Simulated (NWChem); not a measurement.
System: ZnBr2; SMILES [Br][Zn][Br]

Here is an NWChem input.

```
start job
memory heap 200 mb stack 900 mb global 1100 mb
geometry units angstroms noautoz
  Zn     0.000000     0.000000     0.010410
  Br     2.237171     0.000000    -0.004069
  Br    -2.237171     0.000000    -0.004069
end
basis spherical
  Zn library def2-qzvp
  Br library def2-qzvp
end
dft
  xc xpbe96 cpbe96
  iterations 150
  semidirect filesize 400000000
  mulliken
end
task dft gradient
```

Excerpt of the output:

```
             Northwest Computational Chemistry Package (NWChem) 7.3.0
             --------------------------------------------------------

 C2V symmetry detected

                             Geometry "geometry" -> ""
                             -------------------------

 Output coordinates in angstroms (scale by  1.889725989 to convert to a.u.)

  No.       Tag          Charge          X              Y              Z
 ---- ---------------- ---------- -------------- -------------- --------------
    1 Zn                  30.0000     0.00000000     0.00000000     0.01013530
    2 Br                  35.0000     2.23717100     0.00000000    -0.00434370
    3 Br                  35.0000    -2.23717100     0.00000000    -0.00434370

 Effective nuclear repulsion energy (a.u.)     641.6004922015

      Symmetry information
      --------------------

 Group name             C2v
 Group number             16
 Group order               4
 No. of unique centers     2

  pbe96 is a nonlocal functional; adding pw91lda local functional.

                                 NWChem DFT Module
                                 -----------------

 Summary of "ao basis" -> "ao basis" (spherical)
 ------------------------------------------------------------------------------
       Tag                 Description            Shells   Functions and Types
 ---------------- ------------------------------  ------  ---------------------
 Zn                        def2-qzvp                26       84   11s6p5d3f1g
 Br                        def2-qzvp                25       75   11s7p4d2f1g

      Symmetry analysis of basis
      --------------------------

        a1         86
        a2         35
        b1         69
        b2         44

            General Information
            -------------------
          SCF calculation type: DFT
          Wavefunction type:  closed shell.
          No. of atoms     :     3
          No. of electrons :   100
           Alpha electrons :    50
            Beta electrons :    50
          Charge           :     0
          Spin multiplicity:     1
          Use of symmetry is: on ; symmetry adaption is: on
          Maximum number of iterations: 150
          AO basis - number of functions:   234
                     number of shells:    76
          Convergence on energy requested:  1.00D-06
          Convergence on density requested:  1.00D-05
          Convergence on gradient requested:  5.00D-04

              XC Information
              --------------
          PerdewBurkeErnzerhof Exchange Functional  1.000
            Perdew 1991 LDA Correlation Functional  1.000 local
           PerdewBurkeErnz. Correlation Functional  1.000 non-local

             Grid Information
             ----------------
          Grid used for XC integration:  medium
          Radial quadrature: Mura-Knowles
          Angular quadrature: Lebedev.
          Tag              B.-S. Rad. Rad. Pts. Rad. Cut. Ang. Pts.
          ---              ---------- --------- --------- ---------
          Zn                  1.35      112          10.0       590
          Br                  1.15      112          13.0       590
          Grid pruning is: on
          Number of quadrature shells:   224
          Spatial weights used:  Erf1

      Superposition of Atomic Density Guess
      -------------------------------------

 Sum of atomic energies:       -6922.74331565

      Non-variational initial energy
      ------------------------------

 Total energy =   -6923.195797
 1-e energy   =  -10930.333188
 2-e energy   =    3365.536898
 HOMO         =      -0.400740
 LUMO         =      -0.048004

      Symmetry analysis of molecular orbitals - initial
      -------------------------------------------------

  Numbering of irreducible representations:

     1 a1          2 a2          3 b1          4 b2

  Orbital symmetries:

     1 a1          2 b1          3 a1          4 a1          5 b1
     6 b1          7 a1          8 b2          9 a2         10 b1
    11 a1         12 a1         13 b1         14 a1         15 b2
    16 a1         17 b1         18 a1         19 b1         20 b2
    21 a1         22 a2         23 b1         24 a1         25 b1
    26 a1         27 b2         28 a1         29 b1         30 b1
    31 a2         32 a1         33 b2         34 b2         35 a2
    36 a1         37 b1         38 a1         39 b1         40 a2
    41 b1         42 a1         43 a1         44 b2         45 a1
    46 b1         47 b2         48 a1         49 a2         50 b1
    51 a1         52 b2         53 a1         54 b1         55 a1
    56 b2         57 a1         58 a1         59 a1         60 b2

------------------------------------------------------------
EAF file 0: "./job.aoints.0" size=210763776 bytes
------------------------------------------------------------
               write      read    awrite     aread      wait
               -----      ----    ------     -----      ----
     calls:      402         0         0         0         0
   data(b): 2.11e+08  0.00e+00  0.00e+00  0.00e+00
   time(s): 0.00e+00  0.00e+00  0.00e+00  0.00e+00  0.00e+00
rate(mb/s): 0.00e+00  0.00e+00
------------------------------------------------------------

     ---------------------------------------------
      Total Density - Mulliken Population Analysis
     ---------------------------------------------

[...]

                         DFT ENERGY GRADIENTS

    atom               coordinates                        gradient
                 x          y          z           x          y          z
   1 Zn      0.000000   0.000000   0.019153    0.000000   0.000000   0.000332
   2 Br      4.227640   0.000000  -0.008208    0.002678   0.000000  -0.000166
   3 Br     -4.227640   0.000000  -0.008208   -0.002678   0.000000  -0.000166
```

Level: PBE/def2-QZVP. All runs use the structure optimised with PBE-D3(BJ)/def2-SVP.
